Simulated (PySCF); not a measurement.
From results back to the method.

Compound: [Al(NH2)4]- (charge -1).
SMILES: `[NH2][Al-]([NH2])([NH2])[NH2]`

The closed-shell ground state was solved 3 times with PySCF (density fitting, gas phase), always in the pcSseg-1 (pcSseg-2 on Al) basis (151 functions), with these functionals: B3LYP, PBE and PBE0. Isolated species at its PBE0-D3(BJ)/def2-SVP geometry, gas phase. The geometry's basis has no diffuse functions, a weakness for an anion. No diffuse functions stand in pcSseg-1 (pcSseg-2 on Al), which bears on an anion's orbital energies.

```json
{"row": "P", "total energy (Eh)": "-466.0347", "HOMO (eV)": "-1.46", "LUMO (eV)": "5.41"}
{"row": "Q", "total energy (Eh)": "-466.4442", "HOMO (eV)": "-1.20", "LUMO (eV)": "5.06"}
{"row": "R", "total energy (Eh)": "-466.0005", "HOMO (eV)": "0.00", "LUMO (eV)": "4.54"}
```

Q: Which functional belongs to which row?

A: P = PBE0, Q = B3LYP, R = PBE. By rising HOMO–LUMO gap: PBE (GGA) 4.54 eV; B3LYP (global hybrid, 20 % exact exchange) 6.26 eV; PBE0 (global hybrid, 25 % exact exchange) 6.87 eV. Total energies of different functionals aren't bounds to one another; each is stationary for its own functional.
